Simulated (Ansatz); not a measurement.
Basis sets compared for MnF₂. Charge 0, multiplicity 6. Geometry PBE0-D4/def2-TZVP. Ansatz on 4 threads of Arm Neoverse V2 on a shared host; times are rough, and most runs start from earlier orbitals.

```xyz
3

Mn    0.0019    0.0034    0.0011
F    -1.2018    0.9717   -0.9044
F     1.1999   -0.9752    0.9033
```

The 6-31G sets use Cartesian d functions. B3LYP takes the VWN-RPA correlation.

Binding counts from free atoms (Mn sextet, F doublet) in the same basis, without a counterpoise term.

```
                         level  functions  energy (Eh)  HOMO (eV)  LUMO (eV)  binding per atom (eV)  wall time
               PBE-D4/def2-SVP         59   -1350.0419      -6.16      -3.61                   3.65     0.55 s
PBE-D4/def2-TZVP (with forces)        107   -1350.4693      -6.80      -4.27                   3.70      1.3 s
           r2SCAN-D4/def2-TZVP        107   -1350.7974      -7.37      -3.39                   3.59      1.7 s
                B3LYP-D4/6-31G         47   -1350.6537      -7.82      -3.10                   3.26     0.55 s
            B3LYP-D4/def2-TZVP        107   -1350.9216      -8.42      -3.40                   3.40     0.95 s
              PBE0-D4/def2-SVP         59   -1350.0688      -8.34      -2.37                   3.32     0.75 s
             PBE0-D4/def2-TZVP        107   -1350.4886      -8.77      -2.68                   3.40      0.9 s
```

Task: Estimate the rows for PBE-D4/def2-TZVPD, r2SCAN-D4/def2-TZVPD, PBE0-D4/def2-TZVPD.

Result: 
```tsv
level	functions	energy (Eh)	HOMO (eV)	LUMO (eV)	binding per atom (eV)	wall time
PBE-D4/def2-TZVPD	128	-1350.4745	-6.88	-4.31	3.72	1.1 s
r2SCAN-D4/def2-TZVPD	128	-1350.8020	-7.40	-3.37	3.61	2.1 s
PBE0-D4/def2-TZVPD	128	-1350.4936	-8.79	-2.68	3.43	1.4 s
```
